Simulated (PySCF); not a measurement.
CCl3 (SMILES Cl[C-](Cl)Cl), charge -1, singlet, at a GFN2-xTB geometry; MP2/6-311G** (PySCF).

PySCF was given this input:
```python
from pyscf import gto, scf, mp

mol = gto.Mole()
mol.atom = '''
    C    -0.011093   -0.010052    0.658198
    Cl    0.000761    1.668324   -0.051984
    Cl    1.445327   -0.832289   -0.065826
    Cl   -1.442173   -0.832488   -0.114495
'''
mol.basis = '6-311g**'
mol.charge = -1
mol.spin = 0
mol.verbose = 4
mol.build()

mf = scf.RHF(mol)
mf.kernel()

pt = mp.MP2(mf, frozen=16)
pt.kernel()
print('E(MP2) = %.10f' % pt.e_tot)
```

Output, abridged:

```
PySCF version 2.14.0

[INPUT] verbose = 4
[INPUT] num. atoms = 4
[INPUT] num. electrons = 58
[INPUT] charge = -1
[INPUT] spin (= nelec alpha-beta = 2S) = 0
[INPUT] symmetry False subgroup None
[INPUT] Mole.unit = angstrom
[INPUT] Symbol           X                Y                Z      unit          X                Y                Z       unit  Magmom
[INPUT]  1 C     -0.011093000000  -0.010052000000   0.658198000000 AA   -0.020962731900  -0.018995527004   1.243813955736 Bohr   0.0
[INPUT]  2 Cl     0.000761000000   1.668324000000  -0.051984000000 AA    0.001438081581   3.152675447039  -0.098235522859 Bohr   0.0
[INPUT]  3 Cl     1.445327000000  -0.832289000000  -0.065826000000 AA    2.731272190439  -1.572798266488  -0.124393111876 Bohr   0.0
[INPUT]  4 Cl    -1.442173000000  -0.832488000000  -0.114495000000 AA   -2.725311994242  -1.573174321987  -0.216364192632 Bohr   0.0

nuclear repulsion = 247.718361695961
number of shells = 44
number of NR pGTOs = 175
number of NR cGTOs = 96
basis = 6-311g**
ecp = {}

******** <class 'pyscf.scf.hf.RHF'> ********
method = RHF
initial guess = minao
damping factor = 0
level_shift factor = 0
DIIS = <class 'pyscf.scf.diis.CDIIS'>
diis_start_cycle = 1
diis_space = 8
diis_damp = 0
SCF conv_tol = 1e-09
SCF conv_tol_grad = None
SCF max_cycles = 50
direct_scf = True
direct_scf_tol = 1e-13
Set gradient conv threshold to 3.16228e-05
Initial guess from minao.
init E= -1416.47884894734
  HOMO = -0.186482995542594  LUMO = 0.0593945721780983  gap/eV = 6.69067
cycle= 1 E= -1416.26600389697  delta_E= 0.213  |g|= 0.526  |ddm|= 2.34
  HOMO = -0.17417899074348  LUMO = 0.251904133878874  gap/eV = 11.59431
cycle= 2 E= -1416.31629070139  delta_E= -0.0503  |g|= 0.404  |ddm|= 1.06
  HOMO = -0.122999521504681  LUMO = 0.306868961684761  gap/eV = 11.69732
cycle= 3 E= -1416.35519598466  delta_E= -0.0389  |g|= 0.0538  |ddm|= 0.366
  HOMO = -0.137454582940686  LUMO = 0.304749153554555  gap/eV = 12.03298
cycle= 4 E= -1416.35842708974  delta_E= -0.00323  |g|= 0.0278  |ddm|= 0.234
  HOMO = -0.133580673519591  LUMO = 0.30968193894879  gap/eV = 12.06179
cycle= 5 E= -1416.35940302675  delta_E= -0.000976  |g|= 0.0123  |ddm|= 0.134
  HOMO = -0.133702996121322  LUMO = 0.309438980910902  gap/eV = 12.05851
cycle= 6 E= -1416.35968234346  delta_E= -0.000279  |g|= 0.00368  |ddm|= 0.0979
  HOMO = -0.133460606849777  LUMO = 0.309097457447557  gap/eV = 12.04262
cycle= 7 E= -1416.359703743  delta_E= -2.14e-05  |g|= 0.000768  |ddm|= 0.0272
  HOMO = -0.133539451394417  LUMO = 0.309052561802447  gap/eV = 12.04354
cycle= 8 E= -1416.35970448075  delta_E= -7.38e-07  |g|= 0.000236  |ddm|= 0.0046
  HOMO = -0.133563346634968  LUMO = 0.309046581415196  gap/eV = 12.04403
cycle= 9 E= -1416.35970452166  delta_E= -4.09e-08  |g|= 5.16e-05  |ddm|= 0.000805
  HOMO = -0.133567456145872  LUMO = 0.309039106298284  gap/eV = 12.04394
cycle= 10 E= -1416.35970452414  delta_E= -2.48e-09  |g|= 9.53e-06  |ddm|= 0.0002
  HOMO = -0.133566097160929  LUMO = 0.309040815517785  gap/eV = 12.04395
cycle= 11 E= -1416.35970452421  delta_E= -7.23e-11  |g|= 1.96e-06  |ddm|= 3.56e-05
  HOMO = -0.133566177980196  LUMO = 0.309040647209959  gap/eV = 12.04395
Extra cycle  E= -1416.35970452422  delta_E= -5.46e-12  |g|= 1.02e-06  |ddm|= 4.13e-06
converged SCF energy = -1416.35970452422

******** <class 'pyscf.mp.mp2.RMP2'> ********
nocc = 13, nmo = 80
frozen orbitals 16
E(RMP2) = -1416.91544951341  E_corr = -0.55574498919633
E(SCS-RMP2) = -1416.8971940369  E_corr = -0.537489512685377
E_corr(same-spin) = -0.149312855019482
E_corr(oppo-spin) = -0.406432134176847
E(MP2) = -1416.9154495134
```
